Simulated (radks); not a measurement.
Fractional charge and spin in the 5s shell of lanthanum: the spin-up occupation runs from 0 to 1 and the spin-down occupation from 0 to 1; the fullest corner is La3+, [Kr] 4d10 5p6 5s(up 1, down 1). Calculated with a radial shooting solver on a logarithmic mesh with Libxc functionals: scalar-relativistic Kohn-Sham, LDA (Slater exchange, Perdew-Wang correlation), spin-polarised, spherical densities, point nucleus. Energy (eV) above the fullest corner. The planes named below are the two flat planes that join the four corners, with an edge along up + down = one added electron.

down \ up        0     0.25      0.5    0.75       1
0          151.199  129.219  108.104  87.848  68.444
0.25       129.219  108.159   87.956  68.603  50.094
0.5        108.104   87.956   68.656  50.198  32.574
0.75        87.848   68.603   50.198  32.625  15.879
1           68.444   50.094   32.574  15.879   0.000

Corners above the fullest one (they belong to La4+ and the next ion): (up 1, down 0) 68.444 eV, (up 0, down 1) 68.444 eV, (up 0, down 0) 151.20 eV. With half an added electron in each spin the energy lies 0.212 eV from the planes, and with half an added electron in spin up alone -1.717 eV. The planes are only a guide here: the flat-plane condition holds for ground states with one frontier orbital, while this shell lies below other occupied shells, so the corners above the fullest one are inner-hole states and not the ground states of those ions.
